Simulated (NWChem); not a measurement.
Species: GeS, singlet; SMILES [Ge]=[S]

Computed with NWChem. Pople sets run with spherical d functions. Low-valent species are run as closed-shell singlets; no triplet was tried in these runs. The geometry was optimised at PBE0/def2-SVP. Vertical excitations in the gas phase; the lowest state need not have the same character in each row.

For level B3LYP/6-31G*, TDA:

```yaml
orbital gap (eV): 5.13
```

### Question
What are these values for level LRC-wPBEh/6-31G*, TDA?

### Answer
| Quantity | Value |
|---|---|
| orbital gap (eV) | 9.01 |
